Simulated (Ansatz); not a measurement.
`[CH3][In]([SH])[SiH2]O` + BH₃ → `B[SiH2]O` + `[CH3][InH][SH]`  (formal exchange of groups at the Si–In bond)

Calculated with Ansatz (gas phase, PBE0-D4/def2-TZVP geometries, no zero-point term in ΔE). CCSD(T)/CBS adds triple-zeta CCSD(T) − MP2 to the extrapolated MP2 energy (def2 sets, frozen cores). This one scheme is used for every species. Functionals use def2-TZVPP. B3LYP here is the variant with VWN-RPA as its local correlation; programs differ in this. Elements past krypton have def2 core potentials. For In outer-core shells are correlated without core-valence functions, which leaves a few kJ/mol of doubt a bond. Each species was taken in one conformer, which may not be the lowest.

`[CH3][In]([SH])[SiH2]O`:

Z-matrix (Å, degrees):
```
C
In 1 2.147
H 1 1.089 2 111.8
H 1 1.091 2 109.0 3 120.9
H 1 1.091 2 109.1 3 -120.9
S 2 2.421 1 113.4 3 179.1
Si 2 2.576 1 138.9 3 0.6
H 6 1.343 2 95.5 1 -2.7
O 7 1.653 2 110.7 1 -167.9
H 7 1.494 2 109.3 1 69.1
H 7 1.486 2 112.5 1 -49.8
H 9 0.958 7 117.7 2 -38.4
```

BH₃:

```xyz
4

B     0.000    0.000    0.000
H     0.507    0.543   -0.934
H    -0.123   -1.187    0.006
H    -0.384    0.644    0.928
```

`B[SiH2]O`:

Z-matrix (Å, degrees):
```
Si
O 1 1.655
B 1 2.005 2 116.3
H 1 1.500 2 111.2 3 -120.2
H 1 1.486 2 105.1 3 123.8
H 2 0.958 1 117.3 3 44.7
H 3 1.197 1 119.0 2 169.2
H 3 1.197 1 124.0 2 -13.6
```

`[CH3][InH][SH]`:

Cartesian coordinates in Å:
```
C 0.227 0.450 -1.175
In -0.600 0.336 0.799
S 0.070 -1.540 2.135
H 0.991 1.229 -1.204
H 0.683 -0.500 -1.452
H -0.548 0.704 -1.899
H -1.681 1.391 1.611
H 0.857 -2.070 1.185
```

| level | ΔE (kJ/mol) | difference from CCSD(T)/CBS |
| --- | --- | --- |
| PBE0-D4 | 43.7 | -3.4 |
| B3LYP-D4 | 47.4 | 0.3 |
| ωB97M-V | 43.5 | -3.6 |
| B2PLYP | 45.6 | -1.5 |
| PBE | 40.2 | -6.9 |
| B3LYP | 42.0 | -5.1 |
| HF/def2-TZVPP | 38.0 | -9.1 |
| MP2/def2-TZVPP | 53.0 | 5.9 |
| SCS-MP2/def2-TZVPP | 49.5 | 2.4 |
| CCSD/def2-TZVPP | 42.3 | -4.8 |
| CCSD(T)/def2-TZVPP | 43.9 | -3.2 |
| HF/def2-QZVPP | 37.7 | -9.4 |
| SCS-MP2/def2-QZVPP | 50.8 | 3.7 |
| HF/CBS(def2) | 37.7 | -9.4 |
| MP2/CBS(def2) | 56.2 | 9.1 |
| CCSD/CBS(def2) | 45.4 | -1.7 |
| CCSD(T)/CBS | 47.1 | 0 |

Largest T1 diagnostic among the species: 0.013.

In def2-TZVPP, CCSD(T) changes the Hartree–Fock value by +5.9 kJ/mol (the triples alone add +1.6 kJ/mol) and MP2 by +15.1 kJ/mol. The D4 term adds +5.4 kJ/mol with B3LYP and +3.4 kJ/mol with PBE0; it sums over pairs of atoms, weighted by their polarisabilities, and B3LYP, whose exchange is more repulsive, gets the larger term.
